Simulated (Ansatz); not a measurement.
Saddle point of SiH2F4, singlet (SiF₄ ([F][Si]([F])([F])[F]) + H₂ → SiHF₃ ([F][SiH]([F])[F]) + HF; bonds formed: Si1–H7, F2–H6; bonds broken: Si1–F2, H6–H7), PBE0-D4/def2-TZVP structure:

```xyz
7
angstrom
Si -0.3423 0.2080 -0.0157
F 1.0354 -0.3421 1.0975
F -1.1553 0.3402 -1.3763
F -0.0174 1.7103 0.3021
F -1.3917 -0.5056 0.9079
H 1.1570 -0.7191 -0.0059
H 0.7144 -0.6916 -0.9096
```

Energies are electronic, without zero-point energy. Barriers and step energies count from the start structure reached by relaxing down the imaginary mode; all methods use the PBE0-D4 structures, on which another method's saddle can fall below an end. Ansatz 0.2.0; basis: def2-TZVPP, with def2-QZVPP for the basis limit; cores frozen in the correlated methods. B3LYP uses VWN-RPA correlation. Extrapolation: Hartree–Fock as exp(−7.88 √X), correlation as X^−2.97.

| method | barrier (kJ/mol) | step energy (kJ/mol) |
| --- | --- | --- |
| SPW92 | ? | 98.7 |
| PBE-D4 | 220.0 | 101.5 |
| BLYP-D4 | 245.5 | 107.6 |
| r2SCAN-D4 | 239.6 | 118.9 |
| B97M-V | 255.6 | 121.8 |
| PBE0-D4 | 239.1 | 104.8 |
| B3LYP-D4 | 256.7 | 109.6 |
| r2SCAN0-D4 | 251.7 | 117.4 |
| BHLYP-D4 | 276.9 | 113.4 |
| CAM-B3LYP-D4 | ? | 110.4 |
| wB97X-V | 251.9 | 109.9 |
| wB97M-V | 250.4 | 111.9 |
| B2PLYP | 262.0 | 112.4 |
| PBE-QIDH | ? | 111.1 |
| RPA on PBE | 264.1 | 111.2 |
| HF | 331.3 | 119.9 |
| MP2 | 264.0 | 115.2 |
| CCSD | 275.7 | 112.8 |
| CCSD(T) | 265.7 | 112.6 |

(1) Fill in the withheld barriers. (To be estimated.)

No T1 diagnostic of these runs exceeds 0.013.

Answers

(1) The calculation gives: SPW92 179.1; PBE-QIDH 255.5; CAM-B3LYP-D4 253.9 kJ/mol. Each is the energy of the saddle less that of the start structure, by the same method.

For comparison, the barrier by CCSD(T) at an estimated basis limit (MP2 extrapolated from triple and quadruple zeta, plus CCSD(T) − MP2 in triple zeta) is 264.9 kJ/mol.

Labels in which every atom is bracketed show which atoms are joined, not bond orders.

For scale, one of the runs: CCSD(T)/def2-TZVPP, 194 basis functions, launched by `ansatz run in.yaml --threads 4 --pin off --events-out ev --progress --plain --max-ram 9574MiB`. Hardware: 4 CPU threads of an Intel Xeon, shared host. Wall time 86 s; peak host memory 2.5 GiB.
